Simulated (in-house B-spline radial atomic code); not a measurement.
Ionising the dysprosium ion Dy³⁺ with different functionals

Computed with a radial B-spline atomic code at the basis-set limit: scalar-relativistic (spin-free X2C) Hamiltonian, Fermi nucleus of rms radius 5.2218 fm, spin-polarised at highest spin, spherical fractional occupations for the functionals, and exact exchange of hybrids averaged over the configuration. The ionisation energy is the difference of two self-consistent energies, [Xe] 4f9 → [Xe] 4f8, without Breit or QED terms; ε is the level of the shell that loses the electron (its least bound occupied spin orbital). There is no spin-orbit coupling in this Hamiltonian.

| method | rung | ΔSCF (eV) | -ε(4f) (eV) |
| --- | --- | --- | --- |
| PBE0 | global hybrid | 40.98 | 35.04 |
| B3LYP | global hybrid | 41.24 | 34.57 |
| TPSSh | global hybrid | 41.18 | 33.07 |
| BHandHLYP | global hybrid | 39.84 | 37.61 |
| r2SCAN0 | global hybrid | 40.18 | 34.30 |
| B97-1 | global hybrid | 41.11 | 34.58 |
| HSE06 | range-separated hybrid | 40.90 | 34.55 |
| wB97X | range-separated hybrid | 40.98 | 37.36 |
| CAM-B3LYP | range-separated hybrid | 41.16 | 36.52 |
| LC-wPBE | range-separated hybrid | 41.60 | 37.59 |

(1) Among the functionals, which spreads more, the ΔSCF values or the orbital energies?

(2) How do they compare with the NIST value?

Results:

(1) The orbital energies: ΔSCF values span about 1.76 eV and the orbital energies 4.55 eV.

(2) NIST lists 41.23 eV ± 0.08 (semi-empirical, ground level to ground level). Errors run from -1.39 to +0.37 eV; B3LYP is closest (+0.01 eV), though others lie within the uncertainty of it, and part of that can be cancellation, since the calculations leave out spin-orbit coupling, Breit-QED terms, multiplet and fine-structure energies.
